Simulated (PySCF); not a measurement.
Predicted microwave data (PBE0-D3(BJ)/def2-SVP geometry optimisation, gas phase (PySCF 2.14.0)) for one isomer of C7H9N:

- Rotational constants: A = 5221, B = 1256, C = 1064 MHz
- Dipole components: |μa| = 4.12 D, |μb| = 0.58 D, |μc| = 0.91 D
- Inertial defect: -24.17 u·Å²
- κ: -0.91

Task: Which structure is it? (One computed conformer of each.)
A. `[CH3:1][CH2:2][c:3]1[cH:4][cH:5][cH:6][n:7][cH:8]1` with C1–C2–C3–C4 -87°
B. p-toluidine (`Cc1ccc(N)cc1`)
C. m-toluidine (`Cc1cccc(N)c1`)
D. `[CH3:1][C:2]1=[CH:3][CH2:4][C@H:5]([C:6]#[N:7])[CH2:8]1` with C2–C3–C4–C5 -16°, C3–C4–C5–C6 150°, C4–C5–C8–C2 -24°, C1–C2–C8–C5 -167°
E. `CC1=CC=CC=C1N`

Result: D. It is CC1=CC[C@H](C#N)C1, a near-prolate asymmetric top, point group C1. The candidates at the same level (rigid rotor, commonest isotopes):

```
            SMILES  A (MHz)  B (MHz)  C (MHz)  μa (D)  μb (D)  μc (D)  Δ (u·Å²)  point group                        rotor
        Cc1ccccc1N     3249     2191     1321    1.59    0.77    0.88     -3.56            –               asymmetric top
CC1=CC[C@H](C#N)C1     5221     1256     1064    4.12    0.58    0.91    -24.17           C1  near-prolate asymmetric top
        CCc1cccnc1     4661     1490     1240    1.52    1.84    0.19    -40.08           C1               asymmetric top
      Cc1cccc(N)c1     3642     1795     1213    1.11    1.00    0.83     -3.53            –               asymmetric top
      Cc1ccc(N)cc1     5478     1453     1158    1.30    0.00    0.98     -3.56           Cs               asymmetric top
```

`Cc1ccc(N)cc1` has B 16 % too high; `Cc1ccccc1N` has B 74 % too high; `CCc1cccnc1` has B 19 % too high; `Cc1cccc(N)c1` has B 43 % too high. No structure here is proved a minimum.
